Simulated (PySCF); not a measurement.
## Spinor energies of Au⁷⁰⁺ (gold, charge +70)

Start: [He] 2s2 2p5; 2p1/2 filled at m_j = -1/2, +1/2; 2p3/2 filled at m_j = -1/2, +1/2, +3/2. Calculated with PySCF 2.14 in an even-tempered Gaussian basis (16 s from 57 bohr⁻², ratio 2.4; 13 p from 74 bohr⁻², ratio 2.4; 5 d from 250 bohr⁻², ratio 2.6; 4 f from 380 bohr⁻², ratio 2.6): generalised Hartree-Fock with the X2C-1e Hamiltonian and a Gaussian nucleus; one run each with spin-orbit coupling (SO) switched off, then screened by Boettger's factors.

```
spinor shell  electrons  ε, spin-free (eV)  ε, screened SO (eV)  weight of nominal j (screened SO)  rms radius, screened SO (bohr)
       1s1/2          2           -88133.6             -88092.9                              1.000                          0.0190
       2s1/2          2           -20834.6             -20823.1                              1.000                          0.0752
       2p1/2          2           -18975.2             -20349.7                              1.000                          0.0635
       2p3/2          3           -18975.2             -18431.8                              1.000                          0.0709
```

```tsv
quantity	spin-free	screened SO
E (hartree)	-12101.57562	-12144.41971
M_J	3/2	3/2
⟨J²⟩	3.750	3.750
⟨L²⟩	2.000	2.034
⟨S²⟩	0.750	0.784
```

Each row is a mean over spinors that exchange with the open shell spreads, by up to 70.350 eV (2s1/2).

Breit and QED terms are absent; they matter most for the inner s and p1/2 levels.

Densities and radii are taken from the X2C orbitals without a picture-change correction, which distorts them close to the nucleus.

Without spin-orbit coupling the j labels of p, d and f shells carry no meaning; the spin-free column gives the mean over the occupied spinors of each nl shell.
